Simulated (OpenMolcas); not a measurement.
Tc3+ (d4) among equal point charges was computed by CASSCF with the d shell active (OpenMolcas, ANO-RCC-VDZP on the metal). Its lowest spin-free states, and all those of the highest spin:

```
2S+1  Degeneracy  E (cm-1)
   5           1       0.0
   5           2      4855
   5           2     15698
   3           2     16361
   3           2     18088
   3           2     18550
   3           2     18994
   3           1     21052
   3           2     21991
   3           2     22504
   3           1     23620
   3           2     23694
```

**Question.** Is the site octahedral, tetrahedral or cube-like, axial, or of lower symmetry?

**Answer.** The states with 2S+1 = 5 have orbital degeneracies 1, 2, 2. There are pairs but no triples, so the site is axial: not cubic, but with a proper or improper axis of order three or more. The run had Tc3+ among 2 point charges of -2 e arranged as a linear pair (D∞h), 2.21 Å from the ion.

Without dynamic correlation the repulsion within the d shell is too large (B by tens of per cent), so at a given field states of lower spin stand too high. Point charges give a weaker field than real ligands, and real ions of this kind are as a rule low spin; the high spin found here belongs to the model. This is an electrostatic model: the charges have no orbitals. No measured value stands beside these numbers.
